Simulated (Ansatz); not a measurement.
`CNBS` + H–F → `FBS` + CH₃NH₂ at 500 K and 1 bar (ligand exchange at a B–N bond).

Isolated molecules relaxed with PBE0-D4/def2-TZVP in Ansatz; ΔE leaves out vibrations. CBS: MP2 limit from def2 TZ/QZ plus the TZ coupled-cluster correction, frozen cores. This one scheme is used for every species. Each species was taken in one conformer, which may not be the lowest.

```csv
species,CCSD(T)/CBS energy (Eh),H − E (kJ/mol),S (J/(mol·K))
`CNBS`,-518.99817,244.6,365.8
H–F,-100.39570,39.4,188.7
`FBS`,-523.64132,91.2,300.8
CH₃NH₂,-95.75281,191.8,270.3
```

H − E and S are ideal-gas, rigid-rotor, harmonic terms from PBE0-D4/def2-TZVP, for one conformer and one mirror image of each species. 1 Eh = 2625.50 kJ/mol, R = 8.31446 J/(mol·K).

Problem. By hand: ΔE, ΔH, ΔS and ΔG.

Solution. ΔE = (-523.64132) + (-95.75281) − (-518.99817) − (-100.39570) = -0.00026 Eh = -0.7 kJ/mol. Δ(H − E) = 91.2 + 191.8 − 244.6 − 39.4 = -1.0, so ΔH = -1.7 kJ/mol. ΔS = 300.8 + 270.3 − 365.8 − 188.7 = 16.6 J/(mol·K). ΔG = -1.7 − 500 × (16.6)/1000 = -10.0 kJ/mol.

Problem. By hand: the equilibrium constant, and the temperature at which ΔG would vanish if ΔH and ΔS stayed fixed.

Solution. log₁₀ K = −ΔG/(RT ln 10) = 1.0. ΔH and −TΔS have one sign here, so there is no such temperature. One of them is within its doubt of zero, so this could turn.

TΔS isn't small against ΔH here. A doubt of 5 kJ/mol in ΔE shifts log₁₀ K by 0.5 here. Other conformers and mirror images would add mixing entropy, several J/(mol·K) or more a flexible species. These are equilibria of isolated gas molecules and say nothing of rates. Largest T1 diagnostic: 0.014 (customary marks: 0.02 for closed shells, 0.045 for open ones).
